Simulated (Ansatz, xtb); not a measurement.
## Ligand exchange: BrF + SiH2(SiH3)F → SiH3Br + SiH2F2

Gas-phase species: BrF (bromine fluoride), singlet; SiH2(SiH3)F, singlet; SiH3Br `[SiH3]Br`, singlet; SiH2F2 `F[SiH2]F`, singlet. The partners trade F for SiH3: Br–F and Si–SiH3 bonds give way to Br–SiH3 and Si–F.

Shapes, held fixed at every level: PBE0-D4/def2-TZVP. Programs: Ansatz 0.2.0, xtb 6.7.1. The zero-point and thermal change to 298 K, harmonic and unscaled (PBE0-D4/def2-TZVP), is +4.7 kJ/mol.

Q: Estimate ΔH(298 K) of this reaction.

A: The highest level, CCSD(T)/def2-TZVPP, gives ΔH(298 K) = -489.0 kJ/mol; the levels span -578.0 to -467.3. GFN1-xTB strays far from the other rows. The column of differences is taken from that level and isn't an error. No measured value is set beside it here. Relativity is left out for Br. Outer-core shells of Br are correlated, in sets that cover them unevenly.

```tsv
level	kind	ΔH(298 K) (kJ/mol)	less CCSD(T)/def2-TZVPP
GFN1-xTB	semi-empirical	-578.0	-89.0
B3LYP-D4/def2-TZVPP	global hybrid	-467.3	+21.7
BHLYP-D4/def2-TZVPP	global hybrid	-497.4	-8.4
wB97M-V/def2-TZVPP	range-separated hybrid	-483.8	+5.2
B2PLYP/def2-TZVPP	double hybrid	-487.1	+1.9
MP2/def2-SVP	perturbation theory	-504.4	-15.4
MP2/def2-TZVPP	perturbation theory	-517.0	-28.0
CCSD/def2-SVP	coupled cluster or CI	-482.2	+6.8
CCSD(T)/def2-TZVPP	coupled cluster or CI	-489.0	0.0
```
